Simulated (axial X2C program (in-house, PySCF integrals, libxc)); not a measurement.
# BeCl⁺: cheaper levels and CCSD(T), two-component

Calculated with an axial X2C code built on PySCF integrals. Two-component (2c) means X2C with spin–orbit coupling and atomic mean-field two-electron Coulomb and Gaunt terms. Basis: Cl dyall-av3z [9s8p3d2f], Be dyall-cv3z [8s8p3d1f] (cores contracted in-house); Gaussian nuclei, density fitting, unrestricted open shells. Masses: Cl 34.969 u, Be 9.012 u.

State: Ω = 0 (closed shell); fragments Cl + Be+.

```json
{"level": "PBE0", "Re (Å)": "1.716", "ωe (cm⁻¹)": "1020.7", "De (eV)": "4.49"}
{"level": "HF", "Re (Å)": "1.719", "ωe (cm⁻¹)": "1032.9", "De (eV)": "3.03"}
{"level": "MP2", "Re (Å)": "1.727", "ωe (cm⁻¹)": "1015.8", "De (eV)": "4.48"}
{"level": "CCSD", "Re (Å)": "1.725", "ωe (cm⁻¹)": "1014.9", "De (eV)": "4.31"}
{"level": "M06", "Re (Å)": "1.719", "ωe (cm⁻¹)": "1015.5", "De (eV)": "4.64"}
```

Correlated methods: 8 electrons correlated (number of frozen shells: Cl 2 s, 1 p; Be 1 s), 176 virtual spin orbitals or spinors in MP2, 90 natural virtuals in coupled cluster.

CCSD(T), same Hamiltonian and basis:

Re = 1.728 Å, ωe = 1007.5 cm⁻¹, De = 4.42 eV; T1 = 0.010 (Lee–Taylor normalisation).

(1) Give the differences from CCSD(T) in the columns below.

One determinant describes the state; a PBE0 search over occupations chose it and may have missed a lower one. The closed shell is kept restricted, so the energy runs too high when the bond is stretched far. De is counted from the lowest determinant-based energies of the atoms at the same level, without counterpoise correction. Coupled cluster ran in a truncated set of natural virtual spinors; the MP2 energy of the rest was added. (T) has no such correction and the atoms are truncated less, which lowers De at CCSD(T) by a hundredth of an eV or more. In 2c an atomic determinant is not the ground J level, so De misses part of the atomic spin–orbit lowering. This holds for PBE0. The functionals have no current-density term, which raises determinants with orbital currents, atoms included.

Results:

(1) 

```tsv
level	ΔRe (Å)	Δωe (cm⁻¹)	ΔDe (eV)
PBE0	-0.012	13	0.07
HF	-0.009	25	-1.39
MP2	-0.001	8	0.06
CCSD	-0.003	7	-0.11
M06	-0.009	8	0.22
```
